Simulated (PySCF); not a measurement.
**Electron correlation in Kr+ (krypton, charge +1)**

[Ar] 3d10 4s2 4p5, 2P determinant. Calculation: PySCF 2.14, in aug-cc-pwCVDZ-PP with ECP10MDF; scalar relativity through the core potential. Frozen: 3s2 3p6 3d10; 7 electrons correlated.

```csv
level,correlation energy (mhartree)
CCSD,-123.43
(T),-1.83
CCSD(T),-125.26
```

Diagnostics: T1 = 0.0053, D1 = 0.0182, largest double amplitude 0.041.

Cost of the coupled-cluster step: roughly 1.1 core-seconds, for 7 correlated electrons.

Iterations:

```
CC2 = 0
CCSD nocc = (np.int64(4), np.int64(3)), nmo = (39, 39)
frozen orbitals [[0, 1, 2, 3, 4, 5, 6, 7, 8], [0, 1, 2, 3, 4, 5, 6, 7, 8]]
max_cycle = 100
direct = 0
conv_tol = 1e-08
conv_tol_normt = 1e-06
diis_space = 8
diis_start_cycle = 0
Init t2, MP2 energy = -0.108835323983375
Init E_corr(UCCSD) = -0.108835323983647
cycle = 1  E_corr(UCCSD) = -0.120554611442587  dE = -0.0117192875  norm(t1,t2) = 0.02973
cycle = 2  E_corr(UCCSD) = -0.122604934501952  dE = -0.00205032306  norm(t1,t2) = 0.00908085
cycle = 3  E_corr(UCCSD) = -0.123453414181816  dE = -0.00084847968  norm(t1,t2) = 0.00343638
cycle = 4  E_corr(UCCSD) = -0.123430854070105  dE = 2.25601117e-05  norm(t1,t2) = 0.00035455
cycle = 5  E_corr(UCCSD) = -0.123431630775778  dE = -7.76705673e-07  norm(t1,t2) = 8.64218e-05
cycle = 6  E_corr(UCCSD) = -0.123432092948107  dE = -4.62172329e-07  norm(t1,t2) = 2.11827e-05
cycle = 7  E_corr(UCCSD) = -0.123432032415434  dE = 6.05326733e-08  norm(t1,t2) = 5.77435e-06
cycle = 8  E_corr(UCCSD) = -0.123432027017017  dE = 5.39841628e-09  norm(t1,t2) = 1.09334e-06
cycle = 9  E_corr(UCCSD) = -0.123432024367673  dE = 2.6493447e-09  norm(t1,t2) = 1.80514e-07
UCCSD converged
E(UCCSD) = -461.821111907452  E_corr = -0.1234320243676728
UCCSD(T) correction = -0.00183170226872655
```
